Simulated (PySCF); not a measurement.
Radial density of Cl(2+) (chlorine, charge +2)

UHF, [Ne] 3s2 3p3, high-spin 4S determinant. Calculation: PySCF 2.14, in aug-cc-pwCVTZ (8s7p5d3f, 75 functions); the non-relativistic Hamiltonian (point nucleus).

```
r (bohr)  4πr²ρ (e/bohr)  4πr²(ρα − ρβ)
 0.00190          0.1367         0.0000
 0.00319          0.3702         0.0000
 0.00537          0.9724         0.0000
 0.00903           2.431         0.0001
  0.0152           5.580         0.0005
  0.0255           11.13         0.0026
  0.0430           17.58         0.0137
  0.0723           19.25         0.0643
   0.122           14.25         0.2322
   0.204           15.17         0.4964
   0.344           19.15         0.3447
   0.579           8.596        -0.0012
   0.973           3.511         1.4928
    1.64           3.191         1.9262
    2.75          0.4534         0.3201
    4.63        0.005051         0.0042
    7.79       1.280e-05         0.0000
```
